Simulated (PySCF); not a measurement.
Electronic absorption of CH8F2Si3

Species: CH₈F₂Si₃.
Bonds: F1–Si2, Si2–F3, Si2–C4, C4–Si5, Si5–Si6. Hydrogens: H7 on Si2; H8, H9 on C4; H10, H11 on Si5; H12, H13, H14 on Si6.

The calculation used PySCF, TDDFT PBE0/def2-SVPD, vertical, gas phase, core orbitals frozen in the response. Isolated species at its GFN2-xTB geometry (one conformer only). GFN2-xTB frequencies show an imaginary mode (40i cm⁻¹), so this geometry is no minimum at that level. Torsions of this conformer, `[F:1][SiH:2]([F:3])[CH2:4][SiH2:5][SiH3:6]`: F1–Si2–C4–Si5 71°, Si2–C4–Si5–Si6 -62°.

Predict the UV-vis stick spectrum at this level.

```tsv
state	E (eV)	λ (nm)	ν̃ (cm⁻¹)	f	main configurations (H = HOMO, L = LUMO)
S1	7.16	173.3	57710	0.022	H→L (91%)
S2	7.42	167.1	59830	0.017	H→L+1 (90%)
S3	7.61	162.9	61400	0.071	H-1→L (83%)
S4	7.86	157.8	63370	0.012	H→L+2 (56%), H-1→L+1 (29%)
S5	7.86	157.7	63430	0.0067	H-2→L (30%), H→L+2 (25%), H-1→L+1 (24%)
S6	7.97	155.6	64280	0.063	H-2→L (44%), H-1→L+1 (16%), H-1→L+2 (15%)
S7	8.05	154.0	64930	0.055	H-1→L+2 (37%), H-1→L+1 (18%), H→L+3 (13%)
S8	8.08	153.4	65190	0.162	H→L+3 (60%), H-1→L+2 (14%), H-2→L+1 (9%)
```

Triplets (Tamm–Dancoff): T1 6.26 eV, H→L (90%); T2 6.40 eV, H→L+1 (90%); T3 7.09 eV, H-1→L (81%).

The lowest singlet lies at 7.16 eV (173 nm, vacuum ultraviolet) and is weak; its leading configuration is HOMO→LUMO (91%). The most intense listed level is S8 at 8.08 eV (153 nm, f = 0.162), 0.93 eV above S1. It is the last of those listed, so stronger ones may follow. S4/S5 lie within about 0.01 eV of each other. Löwdin shares by element: HOMO silicon 65% or more, carbon 9%, hydrogen 6% or more (atoms not listed hold the other 21%); LUMO silicon 49% or more, carbon 10%, hydrogen 7% or more (atoms not listed hold the other 34%). Of the 8 states listed, 7 reach f = 0.01 and none stays under 0.0005. Weighted by f, the mean energy of these states is 7.89 eV. The listed states span 0.93 eV, and the widest gap between neighbours is 0.26 eV (S1 to S2). Only the lowest 8 singlets were computed, as vertical energies without vibronic structure.
